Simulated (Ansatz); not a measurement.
A run for Ansatz (an electronic-structure program): R-PBE/def2-TZVPPD on FH5Si (a complex), monomers drawn apart or pushed together. Files ending in .json are basis or fitting sets from the Basis Set Exchange.

Ansatz 0.2 input:
```yaml
crystal:
  periodic: [false, false, false]
  atoms:
    - {symbol: F, position_ang: [-0.20220298, -0.42935252, -0.46784282]}
    - {symbol: H, position_ang: [-0.10078953, -0.77048519, 0.39115753]}
    - {symbol: Si, position_ang: [-0.04645569, 0.10684967, 2.89053181]}
    - {symbol: H, position_ang: [0.03918497, -1.04535500, 1.94984956]}
    - {symbol: H, position_ang: [1.04124777, 1.05501099, 2.57581577]}
    - {symbol: H, position_ang: [0.10705724, -0.42537467, 4.26066415]}
    - {symbol: H, position_ang: [-1.36488222, 0.75216084, 2.72780005]}
basis:
  gaussian:
    orbitals: def2-TZVPPD.json
hamiltonian:
  xc: {name: PBE}
scf: {lower_state_search: off}
```

Question: Predict the final total energy.

Answer: -392.1208 hartree.
